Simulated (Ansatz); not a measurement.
AlAsH₄Si, SMILES `[AlH]1[SiH2][AsH]1`. Total charge 0; spin multiplicity 1. All single points use the PBE0-D4/def2-TZVP geometry.

```xyz
7

Al    1.086   -0.770    0.185
Si   -0.396    0.758   -0.788
As   -1.245   -0.937    0.749
H     2.487   -1.336    0.638
H    -0.708    2.178   -0.475
H    -0.933    0.396   -2.125
H    -0.291   -0.288    1.815
```

(1) What is the dipole moment at ωB97M-V/def2-TZVPP? (Best estimate.)

(2) And with PBE, r2SCAN, B3LYP? (Best estimate.)

(3) Give the Mulliken charges with ωB97M-V, PBE, r2SCAN in def2-TZVPP. (An estimate is asked.)

Answers

(1) Computed: 1.47 D, with components (1.43, -0.19, -0.31) D in this frame, pointing from negative to positive charge.

(2) Computed: PBE 1.12 D, r2SCAN 1.29 D, B3LYP 1.30 D.

(3) Ansatz gave: 
```json
{"atom": "Al1", "ωB97M-V": "0.27", "PBE": "0.26", "r2SCAN": "0.35"}
{"atom": "Si2", "ωB97M-V": "0.00", "PBE": "-0.01", "r2SCAN": "0.04"}
{"atom": "As3", "ωB97M-V": "-0.18", "PBE": "-0.11", "r2SCAN": "-0.15"}
{"atom": "H4", "ωB97M-V": "-0.06", "PBE": "-0.07", "r2SCAN": "-0.11"}
{"atom": "H5", "ωB97M-V": "-0.02", "PBE": "-0.05", "r2SCAN": "-0.07"}
{"atom": "H6", "ωB97M-V": "-0.01", "PBE": "-0.04", "r2SCAN": "-0.06"}
{"atom": "H7", "ωB97M-V": "0.02", "PBE": "0.01", "r2SCAN": "0.01"}
```

B3LYP here is the variant with VWN-RPA as its local correlation; programs differ in this.
